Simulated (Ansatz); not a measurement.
Si₄Ni₃, relaxed as a singlet with RKS r2SCAN-D4/def2-SVP in Ansatz, starting from the GFN2-xTB geometry. Force threshold 0.02 eV/Å.

The restricted singlet is unstable towards broken spin symmetry in Hartree–Fock (as tested in another run); at r2SCAN-D4/def2-SVP this wasn't settled. The relaxation made no stability test and no search for a lower SCF solution. No other spin state of charge 0 was run. Another isomer (triplet) lies 1.28 eV lower at PBE0-D4/def2-TZVP; other spin states weren't run for this one.

Start:

```csv
atom,x (Å),y (Å),z (Å)
Ni1,-0.944,-1.040,-0.207
Ni2,2.655,0.037,-0.579
Ni3,-0.380,2.467,1.071
Si4,-2.317,-2.546,-0.501
Si5,1.121,-1.465,-0.831
Si6,1.580,1.739,0.342
Si7,-1.714,0.808,0.705
```

Question: Estimate the energy that the relaxation releases and the steps that it takes.

Answer: 3.78 eV, in 34 steps; 2.6 min on 4 threads of Intel Xeon 6975P-C on a shared host. No frequencies were taken in this run, so the end may be a saddle point.

Question: Does the start keep its bonding?

Answer: Bonds formed: Ni1–Ni3, Ni1–Si6, Si4–Si5, Si5–Si6, Si6–Si7 (atoms count from 1).

Question: Predict the relaxed structure.

Answer: 
```
atom   x (Å)   y (Å)   z (Å)
 Ni1  -0.997  -0.063  -0.279
 Ni2   2.477  -0.366  -0.101
 Ni3  -0.786   2.176   0.084
 Si4  -1.276  -2.118  -1.013
 Si5   0.814  -1.352  -0.879
 Si6   0.902   0.875   0.437
 Si7  -1.134   0.849   1.751
```
Bond lengths (bridged metal pairs left out): 8 × Ni–Si 2.08 to 2.30 Å; 3 × Si–Si 2.23 to 2.59 Å; 1 × Ni–Ni 2.28 Å.
